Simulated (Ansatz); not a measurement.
A correction line for r2SCAN0-D4/def2-TZVPP: atomisation energy

The atomisation energy (no zero-point term) in kJ/mol of 7 molecular compounds of Al: x at r2SCAN0-D4/def2-TZVPP, y at CCSD(T)/CBS estimate. Shapes, held fixed at every level: PBE0-D4/def2-TZVP. Flexible molecules stand in one conformer, not always the lowest. Programs: Ansatz 0.2.0.

```
                                 molecule  x (kJ/mol)  y (kJ/mol)
                          Al(NH2)(OH)(SH)        2732        2807
                             AlH(CH3)(OH)        2772           ?
                             Al(NH2)(OH)2        2933        3037
    CH4AlClFN (SMILES C[NH][Al]([F])[Cl])        3328        3394
      CH4AlFO2 (SMILES C[O][Al]([OH])[F])        3547        3645
   C2H6AlClS (SMILES C[S][Al]([CH3])[Cl])        3926        3946
AlSiH4O4F (SMILES O[Si](O)(O)[O][AlH][F])        4526        4682
```

Question: Fit y = c + s·x to the known rows and predict y for AlH(CH3)(OH).

Answer: 
1. Means of the 6 rows: x = 3498.67, y = 3585.2.
2. Σ(Δx)² = 2177247, Σ(Δx·Δy) = 2223201, so the slope is 2223201/2177247 = 1.0211.
3. Intercept: 3585.2 − (1.0211) × 3498.67 = 12.7. The largest residual of the fit is 76.
4. AlH(CH3)(OH): 12.7 + 1.0211 × 2772 = 2843 kJ/mol.

CCSD(T)/CBS estimate gives 2819 kJ/mol, so the prediction is off by +24 kJ/mol, within the largest residual. Uncorrected, r2SCAN0-D4/def2-TZVPP misses AlH(CH3)(OH) by -47 kJ/mol, and the other rows by 86 on average. The line removes about 50 % of this miss. Left out in turn, the other rows are missed by 54 kJ/mol on average. The CBS estimate extrapolates MP2 from def2-TZVPP and def2-QZVPP and adds CCSD(T) − MP2 in the triple-zeta set, cores frozen.
